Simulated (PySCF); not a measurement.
# Unknown compound

An unknown has the formula C5H13NO3Si. Its calculated NMR data are:

¹H NMR (600 MHz, computed): δ 4.89 (s, 1H), 4.43 (m, 1H), 2.14 (s, 3H), 1.33 (d, 3H), 1.27 (d, 3H), 1.22 (br s, 2H).

¹³C{¹H} NMR (computed): δ 177.1 (C), 68.3 (CH), 28.1 (CH3), 27.7 (CH3), 24.9 (CH3).

- geometry from GFN2-xTB
- GIAO PBE0/pcSseg-1 shieldings
- run in PySCF 2.14
- a single conformation, equivalent nuclei averaged, non-relativistic, gas phase

Chemical shifts δ = σref − σ; ¹H and ¹³C against TMS, all at this level.

Problem. What is the structure?

Solution. 
- Rings plus π bonds: 1 (no ring in the answer).
- 5 carbon signals for 5 carbons: no two carbons are equivalent.
- Carbon types of the structure: 1 × C, 1 × CH, 3 × CH3, leaving 3 H on heteroatoms.
- δC 177.1: carbonyl carbon.
- δC 68.3: sp3 CH bonded to O; pulled downfield by the heteroatom.
- δC 28.1, 27.7: methyl carbon; aliphatic region, no heteroatom directly attached.
- δC 24.9: methyl carbon α to a carbonyl; α to the electron-withdrawing carbonyl group.
- δH 4.43: hydrogen on an sp3 CH bonded to O; its carbon carries O, which withdraws density.
- δH 2.14: hydrogen on a methyl carbon α to a carbonyl; α to C=O.
- δH 1.22: hydrogen on a nitrogen bonded to Si; exchangeable, gas-phase position.

Structure: `InChI=1S/C5H13NO3Si/c1-4(2)8-10(6)9-5(3)7/h4,10H,6H2,1-3H3/t10-/m1/s1`.

The shifts were computed for this structure.

Exchangeable OH/NH protons stand at their gas-phase positions; hydrogen bonding in a real sample shifts them, mostly to higher δ. Shifts are as computed. Against solution values, carbons near 30 ppm lie about +3 ppm off and those near 130 ppm about +5 ppm. Of 1211 compounds with measured shifts, 218 miss one by over three times the rms of a fit or turn the order of signals round; such compounds aren't used in these exercises. Multiplicities follow the n + 1 count of equivalent neighbours, as no J values were calculated; m marks all less simple cases, F and P coupling included.
